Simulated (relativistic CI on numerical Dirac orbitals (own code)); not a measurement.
Line list: Electric-dipole lines, Xe¹²⁺

Method of calculation: Dirac-Coulomb-Breit CI, separate exchange-only KLI orbitals for each configuration, model QED, unscaled Slater integrals (own radial code, finite nucleus).

Configuration list (outside the closed core [Ar] 3d10): 4s2.4p6.4d6, 4s2.4p5.4d7, 4s2.4p6.4d5.4f, 4s2.4p6.4d5.5s, 4s.4p6.4d7, 4s2.4p6.4d5.5p, 4s2.4p5.4d6.4f, 4s2.4p6.4d4.4f.5s, 4s2.4p6.4d5.5d, 4s.4p6.4d6.4f, 4s2.4p6.4d4.5s.5p, 4s2.4p6.4d5.6s, 4s2.4p6.4d5.5f, 4s2.4p5.4d6.5s, 4s2.4p6.4d5.6p, 4s2.4p6.4d5.7s, 4s2.4p6.4d5.6f, 4s2.4p6.4d5.7p, 4s.4p6.4d6.5s, 4s2.4p6.4d5.7f, 4p6.4d7.5p, 4s2.4p6.4d4.5s2, 4s2.4p6.4d3.4f.5s2, 4s2.4p6.4d3.5s2.5p, 4s2.4p5.4d4.4f.5s2, 4p6.4d8, 4p5.4d9, 4p5.4d8.4f. Double excitations out of closed p, d and f shells are left out; levels of such configurations are missing from the list, as are those of other unlisted configurations, and high levels can miss mixing partners. These lack a partner that the ground configuration has and come out too high: 4s2.4p5.4d6.5s.

```tsv
λ vac (Å)	Lower	Upper	A (s⁻¹)	gf	Branching (%)
117.67	4s2.4p6.4d6 5D_4 [1]	4s2.4p6.4d5.4f 5H°_3 [379]	8.09e+08	1.18e-02	28.3
117.70	4s2.4p6.4d6 5D_4 [1]	4s2.4p6.4d5.5p 7P°_3 [378]	9.66e+09	1.40e-01	64.4
118.35	4s2.4p6.4d6 5D_3 [2]	4s2.4p6.4d5.4f 5F°_4 [391]	9.77e+08	1.85e-02	23.8
119.09	4s2.4p6.4d6 5D_3 [2]	4s2.4p6.4d5.5p 7P°_3 [378]	1.80e+09	2.68e-02	12.0
119.73	4s2.4p6.4d6 5D_3 [2]	4s2.4p6.4d5.5p 7P°_2 [362]	2.02e+09	2.17e-02	29.2
121.41	4s2.4p6.4d6 5D_4 [1]	4s2.4p6.4d5.4f 5G°_5 [284]	4.78e+08	1.16e-02	25.9
121.86	4s2.4p6.4d6 5D_4 [1]	4s2.4p6.4d5.4f 5G°_5 [273]	8.72e+08	2.14e-02	36.5
122.56	4s2.4p6.4d6 5D_3 [2]	4s2.4p6.4d5.4f 5G°_4 [292]	7.43e+08	1.51e-02	41.0
123.42	4s2.4p6.4d6 5D_2 [3]	4s2.4p6.4d5.4f 3F°_2 [277]	1.49e+09	1.70e-02	26.5
125.20	4s2.4p6.4d6 3G_5 [13]	4s2.4p6.4d5.4f 3H°_6 [393]	1.25e+09	3.83e-02	35.4
130.00	4s2.4p6.4d6 5D_3 [2]	4s2.4p6.4d5.4f 3F°_4 [134]	6.47e+08	1.48e-02	40.8
134.36	4s2.4p6.4d6 3H_6 [7]	4s2.4p6.4d5.4f 5G°_5 [139]	8.00e+08	2.38e-02	21.3
137.85	4s2.4p6.4d6 3H_4 [6]	4s2.4p5.4d7 3D°_3 [99]	1.12e+09	2.23e-02	21.3
138.75	4s2.4p6.4d6 3H_4 [12]	4s2.4p6.4d5.4f 3G°_3 [120]	1.47e+09	2.97e-02	42.2
139.48	4s2.4p6.4d6 1I_6 [19]	4s2.4p6.4d5.4f 5G°_5 [139]	2.23e+09	7.16e-02	59.4
139.72	4s2.4p6.4d6 3H_5 [8]	4s2.4p5.4d7 5G°_4 [94]	8.29e+08	2.18e-02	18.0
141.54	4s2.4p6.4d6 1I_6 [19]	4s2.4p5.4d7 3I°_6 [118]	1.29e+09	5.05e-02	91.1
142.54	4s2.4p6.4d6 3H_6 [7]	4s2.4p5.4d7 3G°_5 [75]	3.38e+09	1.13e-01	67.9
143.44	4s2.4p6.4d6 3G_5 [13]	4s2.4p5.4d7 5G°_4 [94]	2.18e+09	6.05e-02	47.4
143.93	4s2.4p6.4d6 3H_4 [6]	4s2.4p5.4d7 3F°_4 [61]	2.88e+09	8.04e-02	78.6
144.71	4s2.4p6.4d6 5D_4 [1]	4s2.4p5.4d7 5D°_4 [38]	3.31e+09	9.34e-02	93.8
144.93	4s2.4p6.4d6 3P_2 [9]	4s2.4p5.4d7 3P°_1 [63]	2.50e+09	2.36e-02	70.5
145.18	4s2.4p6.4d6 5D_2 [3]	4s2.4p5.4d7 5D°_1 [44]	3.27e+09	3.10e-02	65.4
145.30	4s2.4p6.4d6 5D_3 [2]	4s2.4p5.4d7 5D°_2 [42]	1.43e+09	2.27e-02	35.8
145.54	4s2.4p6.4d6 5D_4 [1]	4s2.4p5.4d7 5F°_5 [36]	1.49e+09	5.20e-02	97.4
145.55	4s2.4p6.4d6 5D_1 [4]	4s2.4p5.4d7 3D°_2 [45]	1.14e+09	1.81e-02	37.1
145.56	4s2.4p6.4d6 5D_3 [2]	4s2.4p5.4d7 5D°_3 [40]	2.34e+09	5.21e-02	54.5
145.66	4s2.4p6.4d6 5D_2 [3]	4s2.4p5.4d7 5D°_2 [42]	2.03e+09	3.23e-02	50.7
145.90	4s2.4p6.4d6 3H_5 [8]	4s2.4p5.4d7 3H°_5 [59]	2.20e+09	7.73e-02	62.6
148.15	4s2.4p6.4d6 3H_5 [8]	4s2.4p5.4d7 3H°_6 [52]	7.52e+08	3.22e-02	46.3
```

Terms are leading LS components. Brackets give the number of a level in order of energy, since labels repeat. The list gives strong lines, with weight on those to low levels, without lines whose two gauges differ by over a factor of 2.5, among the lowest 400 of 10269 levels, so that lines to higher ones, which can be the strongest, are missing. Levels whose partners in the same complex of configurations lie outside the list can be far off, and so can their lines. Rates are taken at the computed energies, electric ones in the length gauge.

At this charge energies of transitions that change n are usually good to better than 1 %, and those within a shell (Δn = 0) to a few per cent. Terms inside the open d or f shell come out 10 to 20 % too wide with unscaled integrals. Levels and lines within the n = 5 or 6 shells can be off by up to 10 % or somewhat more, and those that change n by about 2 %, since core polarisation is missing.

LS names give the leading component of a level, which can be under half, so a name can repeat, a term be missing and a line seem to break the LS rules.
